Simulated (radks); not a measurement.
Results of a calculation; reference values are marked as such.
All-electron atom: C2+ in [He] 2s2. Code: a radial shooting solver on a logarithmic mesh with Libxc functionals. Model: Dirac Kohn-Sham, SOGGA, spin-unpolarised, spherical densities, finite nucleus; Fermi nuclear charge, rms radius 2.4702 fm.

Normalised radial functions P(r) = r R(r) (large component), r in bohr:

| r | 1s1/2 |
|---|---|
| 0.01863 | 0.4609 |
| 0.02067 | 0.5051 |
| 0.02293 | 0.5529 |
| 0.02525 | 0.6002 |
| 0.02801 | 0.6549 |
| 0.03083 | 0.7088 |
| 0.03421 | 0.7707 |
| 0.03766 | 0.8310 |
| 0.04179 | 0.8996 |
| 0.046 | 0.9657 |
| 0.05104 | 1.0397 |
| 0.05664 | 1.1159 |
| 0.06234 | 1.1874 |
| 0.06917 | 1.2652 |
| 0.07614 | 1.3365 |
| 0.08449 | 1.4117 |
| 0.093 | 1.4780 |
| 0.1032 | 1.5448 |
| 0.1136 | 1.6002 |
| 0.126 | 1.6514 |
| 0.1399 | 1.6912 |
| 0.154 | 1.7161 |
| 0.1708 | 1.7280 |
| 0.188 | 1.7237 |
| 0.2086 | 1.7007 |
| 0.2297 | 1.6618 |
| 0.2548 | 1.6000 |
| 0.2805 | 1.5250 |
| 0.3113 | 1.4256 |
| 0.3454 | 1.3092 |
| 0.3802 | 1.1896 |
| 0.4218 | 1.0506 |
| 0.4643 | 0.9175 |
| 0.5152 | 0.7728 |
| 0.5672 | 0.6433 |
| 0.6293 | 0.5119 |
| 0.6927 | 0.4026 |
| 0.7686 | 0.2999 |
| 0.8529 | 0.2145 |
| 0.9388 | 0.1513 |
| 1.042 | 0.0989 |
| 1.147 | 0.0636 |
| 1.272 | 0.0372 |
| 1.401 | 0.0214 |
| 1.554 | 0.0109 |
| 1.711 | 0.0055 |
| 1.898 | 0.0024 |
| 2.106 | 0.0009 |
| 2.318 | 0.0004 |
| 2.572 | 0.0001 |
| 2.832 | 0.0000 |
| 3.142 | 0.0000 |
| 3.459 | 0.0000 |
| 3.838 | 0.0000 |
| 4.224 | 0.0000 |
| 4.687 | 0.0000 |

1s1/2: eigenvalue -306.88 eV, 0 radial nodes, <r> = 0.271 bohr, 90 % of the charge inside 0.486 bohr.
